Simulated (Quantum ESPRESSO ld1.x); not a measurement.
Species: He+. Configuration: 2s1 (not the ground configuration).

All-electron calculation, non-relativistic Kohn-Sham, LDA (Slater exchange, Perdew-Wang correlation), spin-polarised, spherical densities, point nucleus; open shells are filled with parallel spins first. Program: ld1.x of Quantum ESPRESSO 7.5.

Energy parts (hartree):
| part | energy |
|---|---|
| total | -0.5030 |
| kinetic | 0.4949 |
| electron-nucleus | -0.9951 |
| Hartree | 0.1517 |
| exchange-correlation | -0.1545 |

Orbitals (lengths in bohr, moments of r in powers of bohr; r(max) is where P^2 peaks):
orbital  occ.  eigenvalue (hartree)  r(max)    <r>  <r^4>
2s up       1              -0.40016   2.600  2.973  171.2
2s down     0              -0.31837   2.786  3.260  257.4

The highest occupied level is 2s up at -10.889 eV. The density falls to 0.001 e/bohr^3 at r = 3.96 bohr.
